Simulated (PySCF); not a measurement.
Species: borohydride, BH$_{4}$, net charge -1, singlet state. 
Structure (B3LYP-D3(BJ)/def2-TZVP (Ansatz) minimum search):
```
B
H 1 1.2363
H 1 1.2363 2 109.47
H 1 1.2363 2 109.47 3 -120.00
H 1 1.2363 2 109.47 3 120.00
```
Charge -1, spin multiplicity 1.

Dispersion corrections to the total energy (kcal/mol) from the dftd3 and dftd4 libraries through PySCF: D3(BJ) without and D4 with the three-body term, each with the damping fitted for the functional named.

| functional | D3(BJ) | D4 |
|---|---|---|
| HSE06 | (withheld) | -0.85 |
| BLYP | -1.64 | -2.76 |
| PBE0 | -0.63 | (withheld) |
| LC-wPBE | -0.65 | -1.26 |
| TPSS | -0.95 | -1.58 |
| r2SCAN | -0.19 | (withheld) |
| BP86 | -1.09 | -1.41 |

Q: What belongs in the gaps?

A: 
- HSE06, D3(BJ): -0.41
- PBE0, D4: -0.93
- r2SCAN, D4: -0.27
